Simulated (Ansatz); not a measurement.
`C[SiH](F)[GeH3]`. The species carries charge 0 and has multiplicity 1. The geometry is a stationary point of PBE0-D4/def2-TZVP.

```xyz
11

C     0.681   -1.605   -0.142
Si   -0.142   -0.239    0.811
F    -1.573   -0.760    1.333
Ge   -0.499    1.706   -0.519
H     1.674   -1.285   -0.471
H     0.800   -2.494    0.482
H     0.102   -1.878   -1.026
H     0.657    0.105    2.019
H     0.856    2.262   -0.998
H    -1.341    1.376   -1.764
H    -1.215    2.811    0.274
```

Question: What is the dipole moment at r2SCAN/def2-TZVPP? (Best estimate.)

Answer: The calculation gave: 1.61 D, with components (1.38, -0.51, -0.66) D in this frame, pointing from negative to positive charge.

Question: And with PBE, B3LYP, ωB97M-V? (Best estimate.)

Answer: Ansatz gave: PBE 1.58 D, B3LYP 1.62 D, ωB97M-V 1.60 D.

Question: Give the Mulliken charges with r2SCAN, ωB97M-V, PBE in def2-TZVPP. (An estimate is asked.)

Answer: Ansatz gave: 
```json
{"atom": "C1", "r2SCAN": "-0.31", "ωB97M-V": "-0.45", "PBE": "-0.37"}
{"atom": "Si2", "r2SCAN": "0.53", "ωB97M-V": "0.51", "PBE": "0.45"}
{"atom": "F3", "r2SCAN": "-0.33", "ωB97M-V": "-0.32", "PBE": "-0.29"}
{"atom": "Ge4", "r2SCAN": "0.00", "ωB97M-V": "-0.12", "PBE": "-0.02"}
{"atom": "H5", "r2SCAN": "0.08", "ωB97M-V": "0.12", "PBE": "0.11"}
{"atom": "H6", "r2SCAN": "0.09", "ωB97M-V": "0.13", "PBE": "0.11"}
{"atom": "H7", "r2SCAN": "0.08", "ωB97M-V": "0.13", "PBE": "0.11"}
{"atom": "H8", "r2SCAN": "-0.11", "ωB97M-V": "-0.05", "PBE": "-0.09"}
{"atom": "H9", "r2SCAN": "-0.02", "ωB97M-V": "0.01", "PBE": "-0.01"}
{"atom": "H10", "r2SCAN": "-0.01", "ωB97M-V": "0.02", "PBE": "-0.01"}
{"atom": "H11", "r2SCAN": "-0.01", "ωB97M-V": "0.02", "PBE": "0.00"}
```

B3LYP here is the variant with VWN-RPA as its local correlation; programs differ in this.
